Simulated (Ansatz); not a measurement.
`[F][In]([SH])[SH]`. Charge 0, multiplicity 1. In takes the def2 core potential. All single points use the PBE0-D4/def2-TZVP geometry. It is one conformer, not always the lowest.

```xyz
6

F    -0.034    1.852   -0.170
In    0.002   -0.090    0.008
S    -2.050   -1.030    0.683
S     2.088   -1.062   -0.491
H    -2.625    0.186    0.728
H     2.619    0.145   -0.758
```

**Question.** What is the dipole moment at PBE/def2-TZVPP? (Estimate.)

**Answer.** The calculation gave: 0.87 D, with components (0.02, -0.86, 0.08) D in this frame, pointing from negative to positive charge.

**Question.** And with r2SCAN, B3LYP, ωB97M-V? (Estimate.)

**Answer.** Computed: r2SCAN 0.84 D, B3LYP 1.00 D, ωB97M-V 0.94 D.

**Question.** Give the Mulliken charges with PBE, B3LYP, r2SCAN in def2-TZVPP. (Estimate.)

**Answer.** The calculation gave: 
```tsv
atom	PBE	B3LYP	r2SCAN
F1	-0.43	-0.49	-0.48
In2	0.81	0.88	0.89
S3	-0.33	-0.33	-0.34
S4	-0.33	-0.33	-0.34
H5	0.14	0.13	0.13
H6	0.14	0.13	0.13
```

B3LYP here is the variant with VWN-RPA as its local correlation; programs differ in this.
